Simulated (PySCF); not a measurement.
What settings do to a single point of [OsO(OH)5]+

The sound run of [OsO(OH)5]+ (singlet) uses PySCF 2.14.0, RKS TPSS, Os def2-SVP with ECP60, O def2-SVP, H def2-SVP; non-relativistic Hamiltonian with scalar-relativistic core potentials where named; density fitting; no spin-orbit coupling, grid (50, 194), threshold 1e-8 Eh and 55 cycles, at the relaxed geometry:

```xyz
12

Os   -0.0703   -0.1222   -0.0290
O     0.2722   -0.7541    1.5276
O    -0.0004   -0.0020   -1.9114
H     0.2821   -0.7400   -2.5015
O     1.7754    0.3689   -0.1583
H     2.2745    0.3258    0.6923
O    -0.2984    1.7920    0.1470
H     0.5269    2.3089   -0.0012
O    -1.9158    0.0911    0.1675
H    -2.2857    1.0087    0.1959
O    -0.2305   -1.9715   -0.5730
H    -0.2433   -2.6298    0.1625
```

There Os1 has a Mulliken charge of 1.22 e and the dipole about the centre of mass is 1.39 D. Each run below changes one thing and starts from free metal ions and neutral atoms unless it says otherwise; with 55 cycles, smearing, a level shift and second-order steps follow where DIIS fails, and their cycles count. Energy shifts count from the sound run.

```json
{"change": "all coordinates × 0.94", "outcome": "converged", "cycles": "14", "energy shift (eV)": "2.02", "largest force component (eV/Å)": "6.95", "charge on Os1 (e)": "1.27", "dipole about the centre of mass (D)": "1.30"}
{"change": "grid (15, 26)", "outcome": "converged", "cycles": "16", "energy shift (eV)": "3.40", "largest force component (eV/Å)": "2.63", "charge on Os1 (e)": "1.04", "dipole about the centre of mass (D)": "1.30"}
{"change": "threshold 0.0001", "outcome": "converged", "cycles": "12", "energy shift (eV)": "0.0010", "largest force component (eV/Å)": "0.09", "charge on Os1 (e)": "1.22", "dipole about the centre of mass (D)": "1.42"}
```

(1) How does the run with this change end: start from the bare core Hamiltonian, limit 97 cycles?

Unsound on purpose, so not properties of the compound: grid (15, 26).

Forces carry noise of the integration grid, about 0.01 to 0.03 eV/Å.

No frequency check is given that shows the relaxed geometry to be a minimum. No other spin state of this charge was computed.

## Answers

(1) outcome converged, cycles 22, energy shift (eV) 0.0000, largest force component (eV/Å) 0.01, charge on Os1 (e) 1.22, dipole about the centre of mass (D) 1.39.
